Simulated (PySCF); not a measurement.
C₃H₁₃NSi₂, SMILES CCC(N)([SiH3])[SiH3]. Geometry: PBE0-D3(BJ)/def2-SVP. This is a generated structure with no PubChem entry under its InChIKey; it may be hypothetical. The values are those of a single conformer.

Computed with PBE0-D3(BJ)/def2-SVP (PySCF).

Harmonic wavenumbers (cm⁻¹): 85, 133, 159, 180, 185, 219, 240, 257, 278, 348, 376, 535, 555, 617, 655, 679, 773, 824, 874, 903, 926, 934, 939, 941, 945, 950, 1010, 1089, 1122, 1167, 1253, 1317, 1358, 1397, 1444, 1466, 1476, 1629, 2207, 2213, 2216, 2222, 2227, 2236, 3040, 3052, 3094, 3144, 3150, 3518, 3604. Rotational constants (GHz): 2.380, 1.768, 1.385; symmetry number 1.

Q: Work out the zero-point energy and the ideal-gas rigid-rotor harmonic-oscillator thermochemistry at 298.15 K and 1 atm.

A: ZPE = ½ Σ hcν = ½ × 66160 cm⁻¹ = 94.58 kcal/mol. H − E(el) = 101.60 kcal/mol. Entropy in cal/(mol K): translation 40.24, rotation 28.40, vibration 27.13, total 95.77. G − E(el) = 73.04 kcal/mol. Cp = 39.75 cal/(mol K). Modes under 150 cm⁻¹ make the vibrational entropy uncertain.
